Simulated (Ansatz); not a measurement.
## Four-centre ligand exchange

Start structure (AlH$_{2}$SF$_{3}$, singlet), relaxed at PBE0-D4/def2-TZVP:

```csv
atom,x (Å),y (Å),z (Å)
Al1,-0.6961,-0.6394,0.3667
F2,-1.7476,0.5832,0.0112
F3,-0.6856,-1.9412,-0.6441
F4,-0.3058,-0.8596,1.9528
H5,0.8880,0.8513,-1.5468
S6,1.3952,0.4174,-0.3782
H7,1.1517,1.5883,0.2385
```

The step: AlF₃ ([F][Al]([F])[F]) + H₂S → AlHSF₂ ([F][Al]([F])[SH]) + HF (still joined by a long Al–F bond); bonds formed: F2–H5; dative contacts that become bonds: Al1–S6; bonds broken: H5–S6; bonds weakened to dative contacts: Al1–F2. Ansatz 0.2.0; basis: def2-TZVPP and def2-QZVPP; cores frozen in the correlated methods. Extrapolation: Hartree–Fock as exp(−7.88 √X), correlation as X^−2.97. Energies below are by CCSD(T) at an estimated basis limit (MP2 extrapolated from triple and quadruple zeta, plus CCSD(T) − MP2 in triple zeta).

(1) What are the electronic barrier and the energy of the step, from the start structure to the end structure? (To be estimated.)

No T1 diagnostic of these runs exceeds 0.013.

Answers

(1) The calculation gives: Barrier 90.9 kJ/mol; step energy 87.9 kJ/mol (uphill); reverse barrier, their difference, 2.9 kJ/mol. Barrier and step energy count from the start structure, the reverse barrier from the end structure.

The saddle point: One imaginary mode of 225i cm⁻¹.
```csv
pair,start (Å),saddle (Å),end (Å)
Al1–S6,2.46,2.28,2.25
F2–H5,3.07,1.06,1.01
Al1–F2,1.65,1.88,1.92
H5–S6,1.35,1.83,1.97
```

Zero-point energy (harmonic, PBE0-D4): ZPE is 68.6 kJ/mol at the start and 65.3 kJ/mol at the saddle, so the barrier goes from 90.9 to 87.6 kJ/mol.

Exchanges of this kind with a chalcogen hydride build sulfide and selenide films.

Labels in which every atom is bracketed show which atoms are joined, not bond orders.

For scale, one of the runs: CCSD(T)/def2-TZVPP, 205 basis functions (an equivalent command: `ansatz run in.yaml --threads 4`). The run took 64 s on 4 CPU threads (shared host), with 2.7 GiB of host memory at its peak.
